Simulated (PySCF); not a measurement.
## How the method changes the constants of CsNa⁻

State: ²Σ⁺ (doublet), unpaired electrons σ ↑. Set-up: Cs def2-SVPD with ECP46, Na def2-SVPD; scalar-relativistic core potentials (PySCF 2.14). De refers to Cs + Na⁻ in their ground configurations, without counterpoise correction. The functionals are run spin-unrestricted. A positive dipole points towards Na; it is taken about the centre of mass and depends on that origin. Levels whose curve was spin-contaminated or gave no clean fit are not listed.

```tsv
Level	Re (Å)	ωe (cm⁻¹)	De (eV)	μ (D)
ROHF-MP2	4.411	62.4	n/a	n/a
ROHF-SCS-MP2	4.437	61.9	n/a	n/a
ROHF-CCSD	4.452	60.1	0.58	n/a
ROHF-CCSD(T)	4.426	60.8	0.60	n/a
PBE	4.353	61.9	0.76	-4.06
r²SCAN	4.492	58.0	n/a	-5.01
PBE0	4.392	62.5	0.71	-4.32
M06	4.247	64.8	0.68	-3.63
```

Task: Which functional lies closest to ROHF-CCSD(T) in De, which farthest, and by how much do they differ from it?

Result: Closest is M06 (-17.9 pm in Re, +6.6 % in ωe, +0.08 eV in De against ROHF-CCSD(T) in the same basis), farthest PBE (-7.3 pm in Re, +1.8 % in ωe, +0.16 eV in De). CCSD(T) converges more slowly with the basis than the functionals do and binds too weakly in this one, so the order can change at the basis-set limit.

Correlated steps freeze 1 core orbital. Correlated levels converge slowly with the basis: in double zeta they bind strong bonds too weakly, by up to about 1 eV, and carry superposition errors of some tenths. Spin–orbit coupling is left out. For an ion De counts to the pair picked by the measured ionisation energies or electron affinities, which need not be the lowest pair at this level. The highest Kohn–Sham level is positive in this anion. Much of that is self-interaction error, but it also means that the finite basis helps to hold the extra electron. The state was picked by a PBE0 search and need not be the measured ground state.
